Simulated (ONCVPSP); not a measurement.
Potentials for vanadium compared

Generated with ld1.x 7.5 (TM, RRKJ, ultrasoft, PAW), atompaw 4.2 or ONCVPSP 4.0.1. The cutoff is in Ry: for ld1.x and atompaw files where the sum of valence levels is converged to 10 mRy in a Bessel basis, for ONCV files where the hardest occupied wave has 1 mHa per electron of residual kinetic energy. The error is the largest all-electron minus pseudo excitation energy over each file’s own four to seven test configurations (ionisations up to +4, promotions, holes and added fractions of an electron), all of which were solved. The labels leave out finer settings (local radius, basis sizes, second energies), which also bear on the numbers. Spin-polarised tests are not counted. The rows are a selection from randomly drawn settings: files with unsolved tests, undetermined cutoffs or missed reference levels are left out.

A true bound ghost makes a file unfit for plane-wave use even where its test errors are small: the radial tests pick states by their node count and pass the ghost by.

| potential | cutoff (Ry) | largest error (meV) | bound ghosts |
| --- | --- | --- | --- |
| ONCV, LDA (Perdew-Wang 92), scalar-relativistic, rc 1.50/1.15/2.35 (spd), local smoothed, core correction yes, reference 3s2 3p6 3d3 4s1.5, qcut 9.7/12.9/7.5, projectors 2/1/3 | 91 | +211 | none |
| ONCV, PBE, fully relativistic, rc 1.50/1.65/2.30 (spd), local smoothed, core correction yes, reference 3s2 3p6 3d3 4s1 4p1, qcut 6.3/9.5/5.6, projectors 2/2/2 | 47 | -10 | none |
| ONCV, PBE, fully relativistic, rc 3.00/2.05/1.65 (spd), local smoothed, core correction yes, reference 3p6 3d3 4s1.75 4p0.25, qcut 1.7/7.8/8.5, projectors 1/2/2 | 58 | -21 | s, p1/2 |
| ONCV, PBE, scalar-relativistic, rc 2.80/2.80/1.10 (spd), local smoothed, core correction yes, reference 3d3 4s1.75 4p0.25, qcut 1.9/2.9/9.1, projectors 1/3/1 | 319 | -29 | s |

(1) Fill in the row for V: ONCV, Wu-Cohen, scalar-relativistic, rc 1.40/0.95/1.85 (spd), local smoothed, core correction no, reference 3s2 3p6 3d3 4s2, qcut 10.8/7.8/9.7, projectors 2/1/2.

(2) Fill in the row for V: ONCV, PBEsol, scalar-relativistic, rc 1.80/1.90/2.25/1.90 (spdf), local smoothed, core correction yes, reference 3s2 3p6 3d3 4s1 4p1, qcut 6.2/8.5/7.3/5.6, projectors 2/2/1/2.

Results:

(1) cutoff 74 Ry, largest error +44 meV, bound ghosts: none.

(2) cutoff 43 Ry, largest error -1.2 meV, bound ghosts: none.
